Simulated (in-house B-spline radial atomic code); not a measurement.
Ionising Si V (Si4+) with different functionals

Computed with an all-electron radial atomic-structure program (B-spline basis): scalar-relativistic (spin-free X2C) Hamiltonian, Fermi nucleus of rms radius 3.1224 fm, spin-polarised at highest spin, spherical fractional occupations for the functionals, the average over the highest-spin determinants for Hartree-Fock. The ionisation energy is the difference of two self-consistent energies, [He] 2s2 2p6 → [He] 2s2 2p5, without Breit or QED terms; ε is the level of the shell that loses the electron (its least bound occupied spin orbital).

Hybrids are left out here: with spherical fractional occupations of an open shell their exact exchange keeps a self-interaction that integer-occupation calculations don't have.

```json
{"method": "Hartree-Fock", "rung": "Hartree-Fock", "ΔSCF (eV)": "165.40", "-ε(2p) (eV)": "168.54"}
{"method": "LDA VWN5", "rung": "LDA", "ΔSCF (eV)": "167.16", "-ε(2p) (eV)": "148.57"}
{"method": "LDA PW92", "rung": "LDA", "ΔSCF (eV)": "167.15", "-ε(2p) (eV)": "148.55"}
{"method": "LDA exchange-only", "rung": "LDA", "ΔSCF (eV)": "164.84", "-ε(2p) (eV)": "146.37"}
{"method": "PBE", "rung": "GGA", "ΔSCF (eV)": "167.12", "-ε(2p) (eV)": "148.52"}
{"method": "PBEsol", "rung": "GGA", "ΔSCF (eV)": "166.89", "-ε(2p) (eV)": "148.32"}
{"method": "BLYP", "rung": "GGA", "ΔSCF (eV)": "167.17", "-ε(2p) (eV)": "148.58"}
{"method": "RPBE", "rung": "GGA", "ΔSCF (eV)": "167.05", "-ε(2p) (eV)": "148.47"}
{"method": "PW91", "rung": "GGA", "ΔSCF (eV)": "167.36", "-ε(2p) (eV)": "148.74"}
{"method": "BP86", "rung": "GGA", "ΔSCF (eV)": "?", "-ε(2p) (eV)": "?"}
{"method": "AM05", "rung": "GGA", "ΔSCF (eV)": "166.84", "-ε(2p) (eV)": "148.28"}
{"method": "OLYP", "rung": "GGA", "ΔSCF (eV)": "?", "-ε(2p) (eV)": "?"}
{"method": "TPSS", "rung": "meta-GGA", "ΔSCF (eV)": "167.53", "-ε(2p) (eV)": "149.01"}
{"method": "SCAN", "rung": "meta-GGA", "ΔSCF (eV)": "168.74", "-ε(2p) (eV)": "150.53"}
{"method": "r2SCAN", "rung": "meta-GGA", "ΔSCF (eV)": "168.64", "-ε(2p) (eV)": "150.43"}
{"method": "revTPSS", "rung": "meta-GGA", "ΔSCF (eV)": "167.28", "-ε(2p) (eV)": "148.80"}
```

Problem. What does OLYP give?

Solution. ΔSCF 167.58 eV, and -ε(2p) = 149.10 eV.

Problem. What does BP86 give?

Solution. ΔSCF 167.27 eV, and -ε(2p) = 148.64 eV.

Problem. How do they compare with the NIST value?

Solution. NIST lists 166.767 eV ± 0.003 (measured, ground level to ground level). Errors run from -1.92 to +1.97 eV; AM05 is closest (+0.07 eV), but part of that can be cancellation, since the calculations leave out spin-orbit coupling, Breit-QED terms, multiplet and fine-structure energies. Hartree-Fock also lacks correlation.
